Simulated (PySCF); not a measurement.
Computed shifts of a molecule C4H8BN, PBE/pcSseg-1 in PySCF, GIAO, gas phase, equivalent atoms averaged, in ppm (number of nuclei): ¹³C: 162.4 (1), 121.8 (1), 63.1 (1), 1.0 (1). ¹⁵N: 148.0 (1). ¹H: 5.93 (1), 5.68 (1), 4.90 (1), 4.55 (2), 0.73 (3). References: ¹³C against TMS (σ = 182.0 ppm); ¹⁵N against NH3 (σ = 267.0 ppm); ¹¹B against BF3 (σ = 83.9 ppm); ¹H against TMS (σ = 31.49 ppm), references at their B3LYP-D3(BJ)/def2-TZVP geometries, non-relativistic. Coordinates come from a B3LYP-D3(BJ)/def2-SVP optimisation. One conformer was computed; it need not be the lowest.

Q: Pick the molecule that these values belong to.
A) C#CB(C)NC
B) C=C1CCB1N
C) C=C1CNB1C
D) CB1C=CCN1

A: C, C=C1CNB1C
